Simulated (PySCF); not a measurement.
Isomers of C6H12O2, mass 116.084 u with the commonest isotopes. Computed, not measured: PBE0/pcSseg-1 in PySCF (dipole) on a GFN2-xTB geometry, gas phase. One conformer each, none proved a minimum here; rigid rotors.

Question: Order these by radius of gyration √(Σ m r²/M), largest first.
A. `[CH3:1][CH2:2][CH2:3][CH2:4][O:5][C:6]([CH3:7])=[O:8]` with C1–C2–C3–C4 65°, C2–C3–C4–O5 172°, C3–C4–O5–C6 85°, C4–O5–C6–C7 180°
B. `[CH3:1][O:2][C:3](=[O:4])[C:5]([CH3:6])([CH3:7])[CH3:8]` with C1–O2–C3–O4 0°
C. `[CH3:1][CH:2]([CH3:3])[C@H:4]([CH3:5])[C:6](=[O:7])[OH:8]` with C1–C2–C4–C5 179°, C2–C4–C6–O7 73°, C4–C6–O8–H 179°

Answer: A (2.314 Å), B (1.934 Å), C (1.905 Å).

Question: Order these by out-of-plane moment Σ m c² = (Ia + Ib − Ic)/2, largest first.
A. `[CH3:1][CH:2]([CH3:3])[C@H:4]([CH3:5])[C:6](=[O:7])[OH:8]` with C1–C2–C4–C5 179°, C2–C4–C6–O7 73°, C4–C6–O8–H 179°
B. `[OH:1][CH2:2][C@H:3]1[CH2:4][CH2:5][CH2:6][CH2:7][O:8]1` with H–O1–C2–C3 -50°, O1–C2–C3–C4 -62°, C2–C3–C4–C5 174°, C3–C4–C5–C6 -54°, C4–C5–C6–C7 55°, C5–C6–C7–O8 -58° (tetrahydropyran-2-methanol)
C. `[CH3:1][CH2:2][CH2:3][CH2:4][O:5][C:6]([CH3:7])=[O:8]` with C1–C2–C3–C4 65°, C2–C3–C4–O5 172°, C3–C4–O5–C6 85°, C4–O5–C6–C7 180° (butyl acetate)
D. `[CH3:1][O:2][C:3](=[O:4])[C:5]([CH3:6])([CH3:7])[CH3:8]` with C1–O2–C3–O4 0° (methyl pivalate)

Answer: A (74.78 u·Å²), D (56.81 u·Å²), B (37.73 u·Å²), C (26.69 u·Å²).

Question: Order these by dipole moment, largest first.
A. `[CH3:1][O:2][C:3](=[O:4])[C:5]([CH3:6])([CH3:7])[CH3:8]` with C1–O2–C3–O4 0°
B. `[OH:1][CH2:2][C@H:3]1[CH2:4][CH2:5][CH2:6][CH2:7][O:8]1` with H–O1–C2–C3 -50°, O1–C2–C3–C4 -62°, C2–C3–C4–C5 174°, C3–C4–C5–C6 -54°, C4–C5–C6–C7 55°, C5–C6–C7–O8 -58° (tetrahydropyran-2-methanol)
C. `[CH3:1][CH:2]([CH3:3])[C@H:4]([CH3:5])[C:6](=[O:7])[OH:8]` with C1–C2–C4–C5 179°, C2–C4–C6–O7 73°, C4–C6–O8–H 179° (2,3-dimethylbutanoic acid)

Answer: B (2.46 D), A (1.86 D), C (1.57 D).

```json
{"SMILES": "COC(=O)C(C)(C)C", "point group": "Cs", "Ia (u·Å²)": "158.98", "Ib (u·Å²)": "332.22", "Ic (u·Å²)": "377.59", "κ": "-0.80", "μa (D)": "0.23", "μb (D)": "1.85", "μc (D)": "0.00"}
{"SMILES": "CCCCOC(C)=O", "point group": "C1", "Ia (u·Å²)": "99.33", "Ib (u·Å²)": "549.07", "Ic (u·Å²)": "595.03", "κ": "-0.97", "μa (D)": "0.25", "μb (D)": "1.73", "μc (D)": "0.17"}
{"SMILES": "OC[C@H]1CCCCO1", "point group": "C1", "Ia (u·Å²)": "136.69", "Ib (u·Å²)": "332.26", "Ic (u·Å²)": "393.49", "κ": "-0.80", "μa (D)": "2.22", "μb (D)": "0.07", "μc (D)": "1.06"}
{"SMILES": "CC(C)[C@H](C)C(=O)O", "point group": "C1", "Ia (u·Å²)": "208.43", "Ib (u·Å²)": "287.53", "Ic (u·Å²)": "346.40", "κ": "-0.38", "μa (D)": "0.21", "μb (D)": "0.59", "μc (D)": "1.44"}
```
